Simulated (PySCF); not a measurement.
C3H13NOSi2, SMILES N[SiH2]O[Si](C)(C)C at its GFN2-xTB optimised geometry (Å):

```
20

Si    -0.7343    -0.7871    -2.4026
C     -1.4703    -0.0223    -3.9816
C     -1.9571    -2.0061    -1.5955
C      0.9240    -1.6524    -2.7543
O     -0.4836     0.4648    -1.3862
Si     0.0802     1.0861     0.0000
N     -0.3886     0.0259     1.2748
H     -0.7889     0.6975    -4.4244
H     -1.6757    -0.7842    -4.7266
H     -2.4016     0.4956    -3.7739
H     -2.1986    -2.8294    -2.2604
H     -2.8888    -1.5131    -1.3333
H     -1.5410    -2.4289    -0.6857
H      1.6410    -0.9604    -3.1860
H      0.8084    -2.4806    -3.4463
H      1.3591    -2.0431    -1.8392
H     -0.5083     2.4289     0.0000
H      1.5410     1.0861     0.0000
H     -0.1278     0.2530     2.2198
H     -1.3215    -0.3551     1.2573
```

Method: PySCF with B3LYP/def2-SVP. Cells within 0.4 Å of a nucleus heavier than hydrogen are left out (blank, or x).

Map of the HOMO−1 amplitude (bohr^(-3/2)) on the plane z = 0.0 Å; orbital energy -7.61 eV, overall sign arbitrary:

```
|5555555566666666666555555555555|
|5555555666666666666655555555555|
|5555556666666666666655555555555|
|5555556666666666666655555555555|
|5555556666666666666555555555555|
|5555566666667777666555555555555|
|5555566666677887666555555555555|
|5555566666678997765555555555555|
|5555556666677887655445555555555|
|5555556666667787654434455555555|
|5555555666666776543223445555555|
|55555555555566xxx42101345555555|
|555555555555565xx42102345555555|
|5555555555555666543323445555555|
|5555555555555666654444455555555|
|5555555555555666655555555555555|
|5555555555555566555555555555555|
|5555555555555555555555555555555|
|5555555555555555555555555555555|
|5555555555555555555555555555555|
|5555555555665555555555665555555|
|5555555556666555555666666655555|
|5555555556666655556666666655555|
|5555555556666665566666666655555|
|5555555556666666666666666655555|
|5555555555666666666666666655555|
|5555555555666666666666666555555|
|5555555555556666666666665555555|
|5555555555555555555565555555555|
|5555555555555555555555555555555|
|5555555555555555555555555555555|
```
Scale: ten equal steps from -0.098 (start of '0') to 0.066 (end of '9'), in the order '0123456789'; x runs from -4.50 to 4.50, y from -4.50 (bottom) to 4.50 (top).
